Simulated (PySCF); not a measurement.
**Spin–orbit doublets of 2p levels**

Species: C₄H₁₂Si₂.
Numbering: `[CH3:1][C@@H:2]1[CH2:3][CH2:4][SiH2:5][SiH2:6]1`

Method: PySCF 2.14.0, delta-SCF UKS SCAN, pcX-2 on the ionised atom, pcseg-1 elsewhere, spin-free X2C. Each binding energy is the total energy of the core-ionised species, with the hole localised on one atom, minus that of the ground state; both are solved self-consistently, so orbital relaxation is included. Spin–orbit and ligand-field terms were added within each 2p shell after the spin-free SCF. The splitting includes the ligand field, and 2p3/2 is the mean of two sublevels.

```csv
atom,mean of the 2p shell (eV),splitting (eV)
Si5,106.195,0.623
Si6,106.140,0.623
```

**Question.** Where do the two lines of each doublet lie?

**Answer.** 2p3/2 = mean − splitting/3 and 2p1/2 = mean + 2 × splitting/3:

| atom | environment | 2p3/2 (eV) | 2p1/2 (eV) |
| --- | --- | --- | --- |
| Si5 | SiH2 silicon | 105.99 | 106.61 |
| Si6 | SiH2 silicon | 105.93 | 106.56 |

**Question.** What are the 1s binding energies of the same atoms?

**Answer.** Si5 1845.69 eV; Si6 1845.60 eV.

**Question.** Which Kα1 and Kα2 emission energies and wavelengths follow?

**Answer.** The photon carries the difference of the 1s-hole and 2p-hole states, both at the ground state's geometry; λ = 12398.42 eV Å/E.

```csv
atom,Kα1 (eV),Kα2 (eV),λ(Kα1) (Å),λ(Kα2) (Å)
Si5,1739.70,1739.08,7.1268,7.1293
Si6,1739.67,1739.04,7.1269,7.1295
```

Over the 2 silicon sites the 1s value ranges over 0.09 eV, 2p3/2 over 0.06 eV and Kα1, their difference, over 0.03 eV.

**Question.** And the 1s levels of the other atoms?

**Answer.** C2 (sp3 carbon bound to silicon) 289.97 eV; C4 (sp3 carbon bound to silicon) 289.98 eV; C1 (methyl carbon) 290.48 eV; C3 (ring CH2 carbon) 290.49 eV.

The structure is a single PBE0-D3(BJ)/def2-SVP conformer in the gas phase; no vibrational or solvent corrections.
